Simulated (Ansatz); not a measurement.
Au10O5: single points at one geometry.

```yaml
crystal:
  periodic: [false, false, false]
  atoms:
    - {symbol: Au, position_ang: [-3.206780, -3.958635, 0.855125]}
    - {symbol: Au, position_ang: [-2.042051, 1.497032, -0.394586]}
    - {symbol: Au, position_ang: [2.974143, 3.298222, -1.810588]}
    - {symbol: Au, position_ang: [2.204176, 1.523641, 0.830773]}
    - {symbol: Au, position_ang: [0.238711, 3.441118, -0.107696]}
    - {symbol: Au, position_ang: [-2.565452, 4.157010, 1.377074]}
    - {symbol: Au, position_ang: [-0.466288, -3.067875, -0.591924]}
    - {symbol: Au, position_ang: [-2.950134, -0.842219, -0.730711]}
    - {symbol: Au, position_ang: [1.860460, -1.712473, 0.515133]}
    - {symbol: Au, position_ang: [2.044255, -5.005575, 0.161934]}
    - {symbol: O, position_ang: [2.280492, -0.221368, 1.668725]}
    - {symbol: O, position_ang: [-1.748319, 3.616378, -0.398838]}
    - {symbol: O, position_ang: [-2.453069, -2.894232, -0.699230]}
    - {symbol: O, position_ang: [1.552969, -3.266118, -0.766783]}
    - {symbol: O, position_ang: [2.276877, 3.435074, 0.091581]}
basis:
  gaussian: {orbitals: def2-TZVP, initial_orbitals: start.molden}
correlation: {method: mp2}
scf: {omitted_lower_state_checks: [starts]}
output: {orbitals: {seedname: orbitals}}
```

The file start.molden holds the orbitals of an earlier run on this structure, at another level or in another basis.

```sh
$ ansatz run in.yaml --threads 2 --pin off --events-out ev --progress --plain --max-ram 22528MiB --backend cuda --devices 0, --max-vram 18GiB
```

It prints (some lines left out):

```
Functional definition: HF
4760 factors; integrals over basis functions are off by at most 8.0e-4 eV
mean field evaluation 1: about -46850.5392 eV, gradient 5.2e1 eV
mean field evaluation 2: about -46856.0601 eV, gradient 5.6e0 eV
mean field evaluation 4: about -46856.8242 eV, gradient 7.8e-1 eV
mean field evaluation 8: about -46860.1074 eV, gradient 1.9e-2 eV
mean field -46860.10745262 eV, -1722.0771859623 hartree, gradient 5.9e-6 eV, S^2 0.000000; 0 other end points of the search recorded, 0 dependent functions left out; unrestricted orbitals would lower it
mean field evaluation 16: about -46860.9590 eV, gradient 3.8e0 eV
unrestricted determinant -46864.10785655 eV, -1722.2241980948 hartree, S^2 1.1101
5 core orbitals not correlated: weight in the atoms' cores, before any rotation towards them, 1.000 or more for the frozen orbitals, at most 0.000 for the correlated occupied ones
reference -46860.10745262 eV, -1722.0771859623 hartree; 110, 110 occupied and 440, 440 virtual orbitals, 4760 factors
second order -154.96606132 eV of doubles, -0.00000000 eV of singles
Total energy: -47015.07351394 eV, -1727.7720836759 hartree
Checks for a lower state left out: starts
```

Run time 25 s (2 threads of AMD EPYC 7R13 on a shared host and a share (18 GiB) of an NVIDIA H100 80GB HBM3), peak host memory 1.2 GiB.

First input, but with `gaussian: {orbitals: def2-SVP, initial_orbitals: start.molden}`, `hamiltonian: {xc: pbe0, dispersion: d4}` and without the key `correlation` (abridged; 8 s):

```
Functional definition: PBE0
mean field -47145.98746367 eV, -1732.5830825916 hartree, gradient 7.0e-5 eV, S^2 0.000000
Total energy: -47147.04665420 eV, -1732.6220071259 hartree
Checks for a lower state left out: starts
```

First input, but with `gaussian: {orbitals: def2-TZVP, fitting: {mean_field: def2-universal-jkfit}, initial_orbitals: start.molden}`, `hamiltonian: {xc: pbe, dispersion: d4}`, `output: {forces: true, orbitals: {seedname: orbitals}}` and without the key `correlation` (abridged; 8.6 s):

```
Functional definition: PBE
mean field -47177.04702074 eV, -1733.7245002612 hartree, gradient 2.2e-5 eV, S^2 0.000000
Total energy: -47178.23467975 eV, -1733.7681459249 hartree
Atom 0 force     0.109411     0.100034    -0.114318 eV/Å
Atom 1 force     0.017399     0.045782     0.023421 eV/Å
Atom 2 force    -0.110222    -0.034587     0.155710 eV/Å
Atom 3 force    -0.117535     0.043163    -0.140567 eV/Å
Atom 4 force    -0.003844    -0.207754     0.027724 eV/Å
Atom 5 force     0.111311    -0.100927    -0.131943 eV/Å
Atom 6 force     0.066166     0.028024     0.134422 eV/Å
Atom 7 force     0.124649     0.057908     0.065020 eV/Å
Atom 8 force    -0.127835    -0.036616    -0.053688 eV/Å
Atom 9 force    -0.083382     0.159696    -0.034829 eV/Å
Atom 10 force    -0.009108     0.023240    -0.121325 eV/Å
Atom 11 force     0.086914    -0.059770     0.069642 eV/Å
Atom 12 force     0.069157     0.011396     0.026153 eV/Å
Atom 13 force    -0.058112     0.065428     0.099642 eV/Å
Atom 14 force    -0.074971    -0.095018    -0.005063 eV/Å
Dipole moment:    -0.132660    -0.458795     0.175094 e Å
Checks for a lower state left out: starts
```

First input, but with `hamiltonian: {xc: pbe}`, `correlation: {method: rpa}` and without the key `output` (abridged; 17 s):

```
Functional definition: PBE
mean field -47177.04229509 eV, -1733.7243265969 hartree, gradient 5.8e-6 eV, S^2 0.000000; unrestricted orbitals would lower it
mean field evaluation 16: about -46862.7454 eV, gradient 1.0e1 eV
5 core orbitals not correlated: weight in the atoms' cores, before any rotation towards them, 1.000 or more for the frozen orbitals, at most 0.000 for the correlated occupied ones
Total energy: -47054.06201103 eV, -1729.2048845167 hartree
Checks for a lower state left out: starts
```

First input, but with `gaussian: {orbitals: def2-TZVP, fitting: {mean_field: def2-universal-jkfit}, initial_orbitals: start.molden}`, `hamiltonian: {xc: pbe0, dispersion: d4}` and without the key `correlation` (abridged; 8.1 s):

```
Functional definition: PBE0
mean field -47160.48304692 eV, -1733.1157854509 hartree, gradient 2.2e-5 eV, S^2 0.000000
Total energy: -47161.54224234 eV, -1733.1547101645 hartree
Checks for a lower state left out: starts
```

The first input with `gaussian: {orbitals: def2-TZVP, fitting: {mean_field: def2-universal-jkfit}, initial_orbitals: start.molden}`, `hamiltonian: {xc: {name: revPBE}, dispersion: d4}` and without the key `correlation` (abridged; 6.5 s):

```
Functional definition: revPBE
mean field -47195.08782595 eV, -1734.3874876243 hartree, gradient 2.3e-5 eV, S^2 0.000000
Total energy: -47197.47203094 eV, -1734.4751055413 hartree
Checks for a lower state left out: starts
```

As the first input, with `gaussian: {orbitals: def2-SVP, initial_orbitals: start.molden}`, `hamiltonian: {xc: pbe, dispersion: d4}` and without the key `correlation` (abridged; 6 s):

```
Functional definition: PBE
mean field -47162.55866241 eV, -1733.1920629130 hartree, gradient 2.5e-5 eV, S^2 0.000000
Total energy: -47163.74631534 eV, -1733.2357083534 hartree
Checks for a lower state left out: starts
```

Geometry: PBE-D4/def2-SVP.

In the def2 sets Au takes a core potential; there is no spin–orbit coupling. Correlated methods freeze 5 core orbitals; core or outer-core shells of Au are correlated, in sets that lack core-valence functions. Single mean-field runs in def2-TZVP are fitted with def2-universal-jkfit. At MP2/def2-TZVP, PBE-D4/def2-TZVP, RPA@PBE/def2-TZVP the restricted singlet (for correlated methods, its reference) is unstable: a solution with broken spin symmetry lies lower. The restricted singlet is unstable towards broken spin symmetry at other levels; at PBE0-D4/def2-SVP, PBE0-D4/def2-TZVP, revPBE-D4/def2-TZVP, PBE-D4/def2-SVP this wasn't settled. Another isomer (singlet) lies 0.53 eV lower at PBE0-D4/def2-TZVP; other spin states weren't run for this one.
